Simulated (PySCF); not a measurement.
**Two-component Hartree-Fock for Tl(4+) (thallium, charge +4)**

Start: [Xe] 4f14 5d9; 5d3/2 filled at m_j = -1/2, +1/2, +3/2; 5d5/2 filled at m_j = -5/2, -3/2, -1/2, +1/2, +3/2, +5/2. Calculated with PySCF 2.14 in x2c-QZVPPall-2c: generalised Hartree-Fock with the X2C-1e Hamiltonian and a Gaussian nucleus; one run each with spin-orbit coupling (SO) screened by Boettger's factors, then bare. This is a chosen level, not necessarily the ground level.

```
spinor shell  electrons  ε, screened SO (eV)  ε, bare SO (eV)  weight of nominal j (bare SO)  rms radius, bare SO (bohr)
       1s1/2          2             -86028.1         -86025.9                          1.000                      0.0184
       2s1/2          2             -15508.1         -15507.3                          1.000                      0.0743
       2p1/2          2             -14864.7         -14911.5                          1.000                      0.0626
       2p3/2          4             -12793.3         -12779.2                          1.000                      0.0711
       3s1/2          2              -3807.9          -3807.7                          1.000                       0.189
       3p1/2          2              -3518.7          -3529.0                          1.000                       0.181
       3p3/2          4              -3051.3          -3048.1                          1.000                       0.198
       3d3/2          4              -2579.5          -2588.3                          1.000                       0.173
       3d5/2          6              -2480.0          -2474.5                          1.000                       0.178
       4s1/2          2              -924.32          -924.28                          1.000                       0.416
       4p1/2          2              -798.50          -801.10                          1.000                       0.419
       4p3/2          4              -683.39          -682.61                          1.000                       0.455
       4d3/2          4              -477.69          -479.66                          1.000                       0.464
       4d5/2          6              -455.87          -454.68                          1.000                       0.477
       5s1/2          2              -198.32          -198.33                          1.000                       0.939
       4f5/2          6              -187.82          -189.30                          1.000                       0.504
       4f7/2          8              -183.11          -182.04                          1.000                       0.513
       5p1/2          2              -152.96          -153.46                          0.999                        1.00
       5p3/2          4              -133.08          -132.95                          0.999                        1.10
       5d3/2          3              -68.822          -69.074                          0.986                        1.35
       5d5/2          6              -66.238          -66.107                          0.993                        1.40
```

```tsv
quantity	screened SO	bare SO
E (hartree)	-20261.75380	-20263.87566
M_J	3/2	3/2
⟨J²⟩	3.753	3.753
⟨L²⟩	6.197	6.213
⟨S²⟩	0.941	0.957
```

Each row is a mean over spinors that exchange with the open shell spreads, by up to 4.370 eV (5p1/2).

Breit and QED terms are absent; they matter most for the inner s and p1/2 levels.

Densities and radii are taken from the X2C orbitals without a picture-change correction, which distorts them close to the nucleus.
